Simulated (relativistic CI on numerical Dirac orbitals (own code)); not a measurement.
Radial parameters of Kr IV

Computed by Dirac-Coulomb-Breit CI, orbitals from a KLI potential per configuration, a model potential for QED, valence Slater integrals scaled by 0.85, P86 correlation energy added to each configuration (own radial code, finite nucleus).

Slater integrals F^k, G^k are unscaled and averaged over j, outside the closed core [Ar] 3d10; ζ comes from projecting the Hamiltonian with its Breit term on Σ l·s of the shell.

- 4s2 4p3: F^2(4p,4p) = 62531, ζ(4p) = 4472.4 cm⁻¹; <r>(4p) = 1.677, <r^2>(4p) = 3.203 (bohr units).
- 4s 4p4: F^2(4p,4p) = 62679, G^1(4s,4p) = 84583, ζ(4p) = 4457.9 cm⁻¹; <r>(4s) = 1.469, <r^2>(4s) = 2.444, <r>(4p) = 1.672, <r^2>(4p) = 3.185 (bohr units).
- 4s2 4p2 4d: F^2(4p,4p) = 63091, ζ(4p) = 4688.6, F^2(4p,4d) = 47074, G^1(4p,4d) = 56664, G^3(4p,4d) = 34645, ζ(4d) = 205.07 cm⁻¹; <r>(4p) = 1.661, <r^2>(4p) = 3.142, <r>(4d) = 2.323, <r^2>(4d) = 6.223 (bohr units).

In this model ζ of a weakly bound d, f or g electron outside closed shells comes out too small, for d by up to a factor of two or three and at times with the wrong sign; that of an outer p electron is too small as well.

Correlation outside the listed configurations is missing or only estimated: errors of thousands of cm⁻¹ between configurations and terms are usual at this charge. Rates and lifetimes follow the computed energies and can be off by large factors. The fine structure of a lone outer electron comes out too small, for d and f at times inverted, and misplaced configurations move strength between like terms. 52 of the 69 excited levels that our extract of the measured tables holds in this range could be paired (the sources list more); they are missed by 8289 cm⁻¹ on average and 11138 at most, and levels without a partner can miss by more.

Averages of the first 10 configurations, taken without configuration mixing, which lowers the lowest level and can move excited configurations by several eV; other configurations of the list can lie among them:

```
Configuration  Parity  States  Average energy above the lowest level (eV)
      4s2 4p3     odd      20                                         3.5
       4s 4p4    even      30                                        20.7
   4s2 4p2 4d    even     150                                        25.7
          4p5     odd       6                                        41.1
   4s2 4p2 4f     odd     210                                        39.6
    4s 4p3 4d     odd     400                                        42.0
   4s2 4p2 5s    even      30                                        28.0
   4s2 4p2 5p     odd      90                                        32.5
    4s 4p3 4f    even     560                                        56.4
   4s2 4p2 5d    even     150                                        38.9
```
